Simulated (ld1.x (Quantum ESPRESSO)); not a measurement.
**Si (Z = 14): excitation energies, all-electron against PAW**

Si, PAW, made with ld1.x (Quantum ESPRESSO) 7.5 (PBEsol, scalar-relativistic). Core [Ne], reference 3s2 3p1.5 (charge +0.5). Waves: 3s (bound): rcut 1.40, rcutus 1.70 bohr; 3s channel at 2.15 Ry: rcut 1.40, rcutus 1.70 bohr; 3p (bound): rcut 1.75, rcutus 2.05 bohr; 3p channel at 0.15 Ry: rcut 1.75, rcutus 2.05 bohr; 3d channel at 0.2 Ry: rcut 1.55, rcutus 1.65 bohr; 3d channel at 1.05 Ry: rcut 1.55, rcutus 1.65 bohr. Local part: all-electron potential smoothed inside 1.80 bohr (lloc = -1). Core correction: Bessel-smoothed model core, default radius (core density twice the valence density). Augmentation charge: PSQ, inside the norm-conserving radii.

Energies are relative to the spin-unpolarised reference configuration 3s2 3p1.5; without spin polarisation the order of configurations can differ from experiment.

```tsv
valence configuration	charge	ΔE all-electron (eV)	error AE − PS (meV)
3s2 3p2	0	-2.909	+0.1
3s2 3p1	+1	4.804	-0.6
3s2 3p0	+2	20.768	-8.5
3s1 3p0	+3	54.667	-58
3s1 3p3	0	3.885	-0.4
```

Task: What are ΔE and the potential's error for 3s2 3p2.3?

Result: ΔE = -3.832 eV all-electron; the error (AE − PS) is +0.1 meV.

Task: What are ΔE and the potential's error for 3s0 3p4?

Result: ΔE = 10.828 eV all-electron; the error (AE − PS) is -2.1 meV.

Levels in the configuration 3s2 3p2:

| level | all-electron (eV) | pseudo (eV) |
| --- | --- | --- |
| 3s | -10.768 | -10.768 |
| 3p | -4.057 | -4.057 |
